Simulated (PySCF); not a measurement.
GaHBr2, SMILES [Br][GaH][Br].

The structure is a stationary point at PBE0-D3(BJ)/def2-SVP.

Computed with M06-2X/def2-TZVPD (PySCF).

Task: Estimate the frontier levels, gap, dipole moment and polarisability. (An estimate is asked for; the answer gives what the named calculation found.)

Result: 
The highest occupied level is -9.73 eV and the lowest empty level comes out as -1.35 eV. The orbital gap is 8.38 eV, the dipole moment is 0.312 e·Å and the quadrupole, principal values (traceless, Buckingham form, about the centre of nuclear charge) comes out as -5.33, 1.23, 4.11 D·Å. The mean static polarisability comes out as 71.5 bohr³ (10.60 Å³) and the polarisability, principal values is 54.7, 69.6, 90.2 bohr³.
